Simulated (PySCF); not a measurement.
**How methods differ on the ionisation energy of Nb³⁺**

Nb³⁺ [Kr] 4d2 [4d3/2^2, M_J = 2] → Nb⁴⁺ [Kr] 4d1 [4d3/2^1, M_J = 3/2], as a difference of total energies. Calculation: PySCF 2.14, in x2c-TZVPPall-2c (8s9p7d2f1g, 93 functions); the two-component X2C-1e Hamiltonian. Correlated levels: [Ar] 3d10 frozen; the 6 highest virtual spinors dropped. "Screened" scales the spin-orbit matrix elements by Boettger's factors to mimic the two-electron term; Breit and QED terms are absent.

| method | ionisation energy (eV) | error (eV) |
| --- | --- | --- |
| GHF (spin-free) | 36.719 | -0.892 |
| GMP2 (spin-free) | 37.365 | -0.246 |
| GHF (screened spin-orbit) | 36.727 | -0.884 |
| GMP2 (screened spin-orbit) | 37.357 | -0.254 |

Reference: 37.611 ± 0.022 eV (measured; NIST Atomic Spectra Database, ionization energies).

The spin-free rows relax to the high-spin LS determinant and lack the spin-orbit shift.

Errors of the correlated levels include the incompleteness of this basis and the frozen core.

The labels give the starting determinants; with spin-orbit coupling the two ends relaxed to ⟨J²⟩ = 7.23, ⟨L²⟩ = 11.91, ⟨S²⟩ = 1.97 and ⟨J²⟩ = 3.79, ⟨L²⟩ = 6.02, ⟨S²⟩ = 0.76.

The determinant of Nb³⁺ mixes levels of different J (the jj label is only the starting occupation), so the difference between spin-free and spin-orbit rows is not the physical spin-orbit shift.
